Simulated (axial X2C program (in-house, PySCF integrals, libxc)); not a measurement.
# Ca₂⁺: from Re and ωe to a spectrum

A bond curve at the PBE0 level, two-component, was computed with an axial X2C code built on PySCF integrals (basis Ca dyall-cv3z [11s12p6d4f] (cores contracted in-house)) for the state Ω = 1/2 (⟨Sz⟩ = 0.50, ⟨Lz⟩ = 0.00 at PBE0). Its fit gives Re = 3.8462 Å, ωe = 127.4 cm⁻¹, ωexe = 0.541 cm⁻¹ and αe = 3.149e-04 cm⁻¹; the masses are 39.9626 and 39.9626 u. Two-component means X2C with spin–orbit coupling and atomic mean-field Coulomb and Gaunt terms.

(1) Find the reduced mass, Be and the force constant.

(2) Estimate the centrifugal constant by the Kratzer relation.

(3) Estimate De from a Morse curve and compare with the computed well depth of 1.307 eV to Ca + Ca+.

(4) Where do the fundamental and the first overtone lie?

(5) A Morse curve ties αe to the other constants (Pekeris). How well does that hold?

The state is a single determinant with fixed occupations, the lowest that a limited PBE0 search found. De is counted from the lowest determinant-based energies of the atoms at the same level, without counterpoise correction. Density functionals use the spin component along the axis (collinear).

Results:

(1) From the PBE0 values: μ = 19.9813 u. Be = 16.8576/(μ Re²) = 0.05703 cm⁻¹. k = 5.8918×10⁻⁷ μ ωe² = 0.191 mdyn/Å.

(2) D = 4Be³/ωe² = 4.57e-08 cm⁻¹.

(3) De(Morse) = ωe²/(4ωexe) = 0.930 eV against 1.307 eV computed, a ratio of 0.71. The extrapolation falls short: long-range attraction (ionic or ion–induced dipole) or a change of character along the curve can cause this.

(4) ν(1←0) = ωe − 2ωexe = 126.3 cm⁻¹; ν(2←0) = 2ωe − 6ωexe = 251.6 cm⁻¹.

(5) αe(Morse) = 6Be²/ωe × (√(ωexe/Be) − 1) = 3.186e-04 cm⁻¹; the PBE0 curve gives 3.149e-04 cm⁻¹, a ratio of 1.01.
